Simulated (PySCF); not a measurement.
**P⁺ (phosphorus, charge +1) across methods**

[Ne] 3s1 3p2 4s1, high-spin 5P determinant (an excited configuration). Calculation: PySCF 2.14, in aug-cc-pVTZ-DK (6s5p3d2f, 50 functions); scalar relativity by spin-free X2C-1e.

| method | E (hartree) | mean ε 3s α (eV) | mean ε 3p α (eV) | mean ε 4s α (eV) | Σ⟨r²⟩ (bohr²) | ⟨S²⟩ |
| --- | --- | --- | --- | --- | --- | --- |
| BHandHLYP | -341.0686 | -33.193 | -22.248 | -7.982 | 37.25 | 6.000 |
| wB97M-V | -341.0417 | -33.929 | -23.250 | -9.107 | 38.63 | 6.000 |
| UHF | -340.58608 | -37.607 | -25.344 | -8.869 | 39.57 | 6.000 |
| PBEsol | -340.3183 | -29.524 | -19.781 | -7.241 | 38.50 | 6.000 |

⟨L²⟩ = 3.10 against 2 for a pure P term, so this real determinant mixes terms. The outer electron is Rydberg-like, and this basis confines it to a smaller radius and binds it less than a complete one would.
